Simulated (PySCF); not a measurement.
C₃H₇NSi, SMILES [SiH2](C#C)CN.

Geometry: B3LYP-D3(BJ)/def2-SVP. This is a generated structure with no PubChem entry under its InChIKey; it may be hypothetical. One conformer was computed; it need not be the lowest.

The numbers are results of B3LYP-D3(BJ)/def2-SVP in PySCF 2.14.0, not measurements.

Frequencies are harmonic and unscaled.

```tsv
mode	ν (cm⁻¹)	IR (km/mol)	moving atoms (share of kinetic energy)
1	85	0.2	N 38 %, C 31 %, H 21 %, Si 9 %
2	137	2.3	C 45 %, H 44 %
3	236	2.8	C 50 %, N 24 %, H 22 %
4	250	6.0	C 49 %, H 36 %, N 10 %
5	281	64.1	H 78 %, C 21 %
6	378	14.8	C 48 %, H 36 %, Si 13 %
7	571	53.4	H 57 %, Si 27 %, C 9 %
8	601	35.5	C 55 %, Si 26 %, H 19 %
9	669	16.8	C 38 %, H 36 %, Si 25 %
10	721	37.2	H 85 %, C 11 %
11	738	17.9	H 75 %, C 25 %
12	744	27.3	H 75 %, C 25 %
13	771	106.3	H 75 %, C 13 %
14	845	182.5	H 76 %, Si 11 %
15	908	112.1	H 74 %, C 13 %
16	951	109.4	H 94 %
17	1081	6.7	H 46 %, N 29 %, C 24 %
18	1107	8.2	H 74 %, C 18 %
19	1260	6.6	H 79 %, C 14 %
20	1340	0.7	H 70 %, C 23 %
21	1462	5.8	H 92 %
22	1640	16.8	H 92 %
23	2146	29.6	C 90 %, H 10 %
24	2220	116.0	H 97 %
25	2241	94.3	H 97 %
26	2931	65.1	H 94 %
27	3044	17.6	H 92 %, C 8 %
28	3455	50.1	H 86 %, C 14 %
29	3486	1.8	H 96 %
30	3562	2.5	H 92 %, N 8 %
```
